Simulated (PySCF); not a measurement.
Compound: 1-phenylaziridine, C8H9N.
Bonds: C1–C2 (aromatic), C2–C3 (aromatic), C3–C4 (aromatic), C4–N5, N5–C6, C6–C7, C4–C8 (aromatic), C8–C9 (aromatic), C1–C9 (aromatic), N5–C7. Hydrogens: H10 on C1; H11 on C2; H12 on C3; H13, H14 on C6; H15, H16 on C7; H17 on C8; H18 on C9.

The same species was optimised twice, with GFN2-xTB and with PBE0-D3(BJ)/def2-SVP (PySCF), and the same property calculations (PySCF, gas phase) were run on both structures.

```csv
coordinate,GFN2-xTB,PBE0-D3(BJ)/def2-SVP,change
C8–C9 (Å),1.381,1.392,+0.011
C2–C3 (Å),1.381,1.392,+0.011
C1–C2 (Å),1.385,1.395,+0.010
C1–C9 (Å),1.385,1.395,+0.010
C3–C4 (Å),1.394,1.402,+0.008
C4–C8 (Å),1.394,1.402,+0.008
C4–N5 (Å),1.388,1.395,+0.007
C6–C7 (Å),1.483,1.490,+0.007
N5–C7 (Å),1.433,1.435,+0.002
N5–C6 (Å),1.433,1.435,+0.002
C4–N5–C7 (°),124.2,122.9,-1.3
C4–N5–C6 (°),124.2,122.8,-1.4
C2–C1–C9 (°),119.6,119.2,-0.4
C3–C4–C8 (°),119.3,119.0,-0.3
C6–N5–C7 (°),62.3,62.6,+0.3
C1–C2–C3 (°),120.4,120.6,+0.2
C3–C4–N5 (°),120.3,120.5,+0.2
C1–C9–C8 (°),120.4,120.6,+0.2
C3–C4–N5–C6 (°),-54,-53,+1
```

Rotational constants: A = 4338, B = 1196, C = 971.3 MHz (GFN2-xTB) against A = 4262, B = 1193, C = 968.6 MHz (PBE0-D3(BJ)/def2-SVP). Point groups within 0.08 Å: Cs and Cs.

On the GFN2-xTB structure: HOMO (eV) -6.03 [PBE0/pcSseg-1]; LUMO (eV) -0.07 [PBE0/pcSseg-1]; dipole (D) 1.55 [PBE0/pcSseg-1]; GIAO shielding of C1 (ppm) 61.5 [PBE0/pcSseg-1]; GIAO shielding of C2/C9 (mean) (ppm) 52.4 [PBE0/pcSseg-1]; GIAO shielding of C3/C8 (mean) (ppm) 63.3 [PBE0/pcSseg-1]; GIAO shielding of C4 (ppm) 28.3 [PBE0/pcSseg-1]; GIAO shielding of N5 (ppm) 200.9 [PBE0/pcSseg-1]; GIAO shielding of C6/C7 (mean) (ppm) 159.7 [PBE0/pcSseg-1].

Question: What do these properties become on the PBE0-D3(BJ)/def2-SVP structure?

Answer: 
| property | level | on GFN2-xTB | on PBE0-D3(BJ)/def2-SVP | change |
| --- | --- | --- | --- | --- |
| HOMO (eV) | PBE0/pcSseg-1 | -6.03 | -6.09 | -0.06 |
| LUMO (eV) | PBE0/pcSseg-1 | -0.07 | -0.14 | -0.07 |
| dipole (D) | PBE0/pcSseg-1 | 1.55 | 1.53 | -0.02 |
| energy, GFN2-xTB geometry as zero (kcal/mol) | PBE0/pcSseg-1 | 0.0 | -0.4 | -0.4 |
| GIAO shielding of C1 (ppm) | PBE0/pcSseg-1 | 61.5 | 58.7 | -2.8 |
| GIAO shielding of C2/C9 (mean) (ppm) | PBE0/pcSseg-1 | 52.4 | 49.8 | -2.6 |
| GIAO shielding of C3/C8 (mean) (ppm) | PBE0/pcSseg-1 | 63.3 | 60.6 | -2.7 |
| GIAO shielding of C4 (ppm) | PBE0/pcSseg-1 | 28.3 | 25.0 | -3.3 |
| GIAO shielding of N5 (ppm) | PBE0/pcSseg-1 | 200.9 | 198.6 | -2.3 |
| GIAO shielding of C6/C7 (mean) (ppm) | PBE0/pcSseg-1 | 159.7 | 157.4 | -2.3 |

The heavy atoms differ by 0.020 Å rms after alignment. Among bonds between heavy atoms C1–C2, C1–C9, C2–C3 and C8–C9 change most and about equally (+0.010 to +0.011 Å). Changes are differences of the printed values. Neither structure is proved a minimum here.

Conformer computed: `[cH:1]1[cH:2][cH:3][c:4]([N:5]2[CH2:6][CH2:7]2)[cH:8][cH:9]1`: C3–C4–N5–C6 -53°.
